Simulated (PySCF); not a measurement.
Isomers of C4H9F3Si2. Computed with TDDFT B3LYP/def2-SVPD, vertical, gas phase, core orbitals frozen in the response in PySCF. Geometries: PBE0-D3(BJ)/def2-SVP; one conformer of each isolated species. Triplets are in the Tamm–Dancoff approximation.

A. `FC(F)(F)C1C[SiH2][SiH2]C1`
B. `FC(F)(F)CC1[SiH2]C[SiH2]1`
C. `FC(F)=C(F)[C@@H]([SiH3])C[SiH3]`
D. `C[SiH2]/C=C(\[SiH3])C(F)(F)F`

Lowest singlet levels (six at most, fewer where fewer were computed) with oscillator strengths:

1. 5.72 eV (f 0.005); 6.08 eV (f 0.287); 6.59 eV (f 0.021); 6.92 eV (f 0.015); 7.00 eV (f 0.021); 7.33 eV (f 0.001); T1 3.96 eV
2. 5.88 eV (f 0.007); 6.35 eV (f 0.089); 6.64 eV (f 0.017); 6.70 eV (f 0.068); 6.85 eV (f 0.013); 6.97 eV (f 0.100); T1 4.41 eV
3. 6.27 eV (f 0.001); 6.77 eV (f 0.008); 7.09 eV (f 0.059); 7.23 eV (f 0.033); 7.27 eV (f 0.000); 7.41 eV (f 0.008); T1 6.08 eV
4. 6.46 eV (f 0.046); 6.61 eV (f 0.014); 7.09 eV (f 0.230); 7.09 eV (f 0.022); 7.69 eV (f 0.008); 7.79 eV (f 0.061); T1 5.90 eV

Question: Which spectrum belongs to which structure?

Answer: 1 = D, 2 = C, 3 = B, 4 = A.
- A: S1 at 6.46 eV, HOMO→LUMO (97%); Löwdin shares by element: HOMO silicon 59%, carbon 20% or more (atoms not listed hold the other 20%); LUMO silicon 32%, carbon 18% or more (atoms not listed hold the other 49%); HOMO -7.55 and LUMO -0.22 eV.
- B: S1 at 6.27 eV, HOMO→LUMO (98%); Löwdin shares by element: HOMO carbon 37% or more, silicon 31% (atoms not listed hold the other 32%); LUMO silicon 34%, carbon 19% or more (atoms not listed hold the other 47%); HOMO -7.74 and LUMO -0.40 eV.
- C: S1 at 5.88 eV, HOMO→LUMO (77%), HOMO→LUMO+1 (18%); Löwdin shares by element: HOMO carbon 54% or more, fluorine 20% or more (atoms not listed hold the other 26%); LUMO silicon 26%, carbon 19% or more (atoms not listed hold the other 55%); HOMO -6.97 and LUMO -0.28 eV.
- D: S1 at 5.72 eV, HOMO-1→LUMO (98%); Löwdin shares by element: HOMO carbon 67% or more, silicon 6% or more (atoms not listed hold the other 27%); LUMO carbon 61% or more, silicon 15% (atoms not listed hold the other 24%); HOMO -8.19 and LUMO -1.80 eV.
